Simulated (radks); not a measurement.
Correlation energies from several functionals, in hartree. Species: Ti4+ [Ar]; Be3+ 1s1. Method: non-relativistic Kohn-Sham, r2SCAN, spin-polarised, spherical densities, point nucleus; meta-GGA in the generalised Kohn-Sham scheme; computed with a radial shooting solver on a logarithmic mesh with Libxc functionals. Every spin shell is full or empty, so the densities are truly spherical. Functionals are evaluated on that one density, not self-consistently.

| functional | Ti4+ | Be3+ |
|---|---|---|
| PW92 | -1.5859 | -0.037748 |
| VWN5 | -1.5934 | -0.037680 |
| PBE | -0.76653 | -0.0062306 |
| PBEsol | -0.88880 | -0.0087007 |
| P86 | -0.87882 | 0.0047164 |
| revTPSS | -0.78571 | 0 |
| SCAN | -0.74850 | 0 |
| r2SCAN | -0.75608 | 0 |
| Tao-Mo | -0.71263 | 0 |
